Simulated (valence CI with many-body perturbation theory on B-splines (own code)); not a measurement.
**Mo36+: calculated level list**

Level of theory: configuration interaction combined with many-body perturbation theory (CI+MBPT): four valence electrons over a frozen Dirac-Fock core [He], radial functions for each j: 11 s, 11 p, 10 d, 8 f, 5 g, 2 h, with the one-electron correlation potential Σ1 (screened to all orders), the two-electron term Σ2, the three-electron term Σ3, Breit, model QED; selected single and double excitations, second order for the rest, scaled by the run's own slope (own B-spline code, finite nucleus).

The last digits are not significant, and no measured levels were compared; by estimate large intervals hold to a few tenths of a per cent, small ones and those within an open d or f shell to about a per cent. Among the levels kept, up to 970 cm⁻¹ of a level comes from second order outside the variational space, and about a tenth of that is noise between levels of different J, which matters for small intervals.

Levels 1 to 45 of 200, with energies above the lowest level, (2s^2 2p1/2^2) J=0. "Leading %" is the weight of the configuration and term that name the level; weights of strongly mixed levels are sums over their largest components and can fall short. In the jj column 3d3/2^4 stands for four electrons in 3d with j = 3/2. Lifetimes count E1, E2, E3, M1 and M2 decay at the calculated energies, and are blank where another channel may lead or the interval is too uncertain; long ones can be off by a factor of two.

```tsv
No.	Configuration	Term	J	E (eV)	Leading %	Lifetime	Second component	Leading jj
1	2s2.2p2	3P	0	0.0	75		25 % 2s2.2p2 1S	2s^2 2p1/2^2 (98 %)
2	2s2.2p2	3P	1	103.5	100	128 ns		2s^2 2p1/2 2p3/2 (100 %)
3	2s2.2p2	1D	2	115.8	57	104 μs	42 % 2s2.2p2 3P	2s^2 2p1/2 2p3/2 (99 %)
4	2s2.2p2	3P	2	228.0	57	66.5 ns	42 % 2s2.2p2 1D	2s^2 2p3/2^2 (98 %)
5	2s.2p3	5S°	2	229.8	54	193 ps	34 % 2s.2p3 3P°	2s 2p1/2^2 2p3/2 (88 %)
6	2s2.2p2	1S	0	257.1	74	39.4 ns	25 % 2s2.2p2 3P	2s^2 2p3/2^2 (97 %)
7	2s.2p3	3D°	1	278.2	47	6.49 ps	24 % 2s.2p3 3P°	2s 2p1/2^2 2p3/2 (93 %)
8	2s.2p3	3D°	2	331.6	55	24.8 ps	34 % 2s.2p3 5S°	2s 2p1/2 2p3/2^2 (90 %)
9	2s.2p3	3D°	3	355.8	100	28.8 ps		2s 2p1/2 2p3/2^2 (100 %)
10	2s.2p3	3P°	0	381.7	100	7.18 ps		2s 2p1/2 2p3/2^2 (100 %)
11	2s.2p3	3D°	1	390.8	35	4.40 ps	34 % 2s.2p3 3P°	2s 2p1/2 2p3/2^2 (94 %)
12	2s.2p3	1D°	2	400.3	63	4.12 ps	23 % 2s.2p3 3D°	2s 2p1/2 2p3/2^2 (90 %)
13	2s.2p3	3P°	1	406.9	34	3.34 ps	32 % 2s.2p3 3S°	2s 2p1/2 2p3/2^2 (94 %)
14	2s.2p3	3P°	2	491.0	48	6.22 ps	32 % 2s.2p3 1D°	2s 2p3/2^3 (91 %)
15	2s.2p3	1P°	1	532.0	50	2.42 ps	28 % 2s.2p3 3S°	2s 2p3/2^3 (94 %)
16	2p4	3P	2	545.1	74	3.76 ps	25 % 2p4 1D	2p1/2^2 2p3/2^2 (98 %)
17	2p4	1S	0	576.8	53	2.92 ps	47 % 2p4 3P	2p1/2^2 2p3/2^2 (96 %)
18	2p4	3P	1	655.1	100	2.47 ps		2p1/2 2p3/2^3 (100 %)
19	2p4	1D	2	668.9	74	2.92 ps	26 % 2p4 3P	2p1/2 2p3/2^3 (99 %)
20	2p4	3P	0	796.7	53	1.93 ps	46 % 2p4 1S	2p3/2^4 (97 %)
21	2s2.2p.3s	3P°	0	2856.2	98	60.0 fs		2s^2 2p1/2 3s (98 %)
22	2s2.2p.3s	3P°	1	2858.3	68	46.9 fs	30 % 2s2.2p.3s 1P°	2s^2 2p1/2 3s (98 %)
23	2s2.2p.3p	3D	1	2896.9	72	3.96 ps	23 % 2s2.2p.3p 1P	2s^2 2p1/2 3p1/2 (98 %)
24	2s2.2p.3p	3P	0	2917.2	72	902 fs	26 % 2s2.2p.3p 1S	2s^2 2p1/2 3p1/2 (97 %)
25	2s2.2p.3p	3P	1	2936.0	41	573 fs	28 % 2s2.2p.3p 3S	2s^2 2p1/2 3p3/2 (92 %)
26	2s2.2p.3p	3D	2	2939.2	59	2.42 ps	24 % 2s2.2p.3p 1D	2s^2 2p1/2 3p3/2 (97 %)
27	2s.2p2.3s	5P	1	2972.9	61	70.7 fs	19 % 2s.2p2.3s 3S	2s 2p1/2^2 3s (84 %)
28	2s2.2p.3s	3P°	2	2973.8	57	29.6 fs	25 % 2s2.2p.3d 3F°	2s^2 2p3/2 3s (57 %)
29	2s2.2p.3d	3F°	2	2975.3	49	47.2 fs	36 % 2s2.2p.3s 3P°	2s^2 2p1/2 3d3/2 (61 %)
30	2s2.2p.3s	1P°	1	2979.7	67	37.6 fs	30 % 2s2.2p.3s 3P°	2s^2 2p3/2 3s (97 %)
31	2s2.2p.3d	3D°	1	2988.7	52	4.85 fs	27 % 2s2.2p.3d 1P°	2s^2 2p1/2 3d3/2 (96 %)
32	2s.2p2.3s	3P	0	2988.8	77	61.7 fs	21 % 2s.2p2.3s 1S	2s 2p1/2^2 3s (90 %)
33	2s2.2p.3d	3P°	2	2992.9	43	8.15 fs	33 % 2s2.2p.3d 3D°	2s^2 2p1/2 3d5/2 (94 %)
34	2s2.2p.3d	3F°	3	2993.5	53	8.70 fs	24 % 2s2.2p.3d 1F°	2s^2 2p1/2 3d5/2 (98 %)
35	2s.2p2.3p	5D°	0	3013.5	62	389 fs	34 % 2s.2p2.3p 3P°	2s 2p1/2^2 3p1/2 (91 %)
36	2s.2p2.3p	5D°	1	3015.1	34	83.4 fs	28 % 2s.2p2.3p 3P°	2s 2p1/2^2 3p1/2 (87 %)
37	2s2.2p.3p	3P	1	3023.4	53	909 fs	20 % 2s2.2p.3p 3S	2s^2 2p3/2 3p1/2 (94 %)
38	2s2.2p.3p	3D	2	3026.1	38	1.36 ps	31 % 2s2.2p.3p 1D	2s^2 2p3/2 3p1/2 (94 %)
39	2s2.2p.3p	3D	3	3048.8	93	1.72 ps		2s^2 2p3/2 3p3/2 (93 %)
40	2s2.2p.3p	1P	1	3049.9	46	1.70 ps	44 % 2s2.2p.3p 3S	2s^2 2p3/2 3p3/2 (95 %)
41	2s.2p2.3p	5P°	2	3052.7	30	389 fs	28 % 2s.2p2.3p 5D°	2s 2p1/2^2 3p3/2 (88 %)
42	2s.2p2.3s	5P	2	3056.3	79	78.4 fs	7 % 2s2.2p.3p 1D	2s 2p1/2 2p3/2 3s (86 %)
43	2s.2p2.3p	3D°	1	3057.3	42	18.1 fs	16 % 2s.2p2.3p 1P°	2s 2p1/2^2 3p3/2 (89 %)
44	2s2.2p.3p	3P	2	3065.1	47	320 fs	34 % 2s2.2p.3p 1D	2s^2 2p3/2 3p3/2 (81 %)
45	2s.2p2.3s	3P	1	3073.5	74	43.9 fs	14 % 2s.2p2.3s 5P	2s 2p1/2 2p3/2 3s (94 %)
```

The ionisation energy to 2s2.2p 2P°_1/2 of the next ion comes out as 5092.8 eV (NIST: 5084 ± 6 eV (semi-empirical)). All 200 levels together are meant to be complete up to 3473.8 eV.
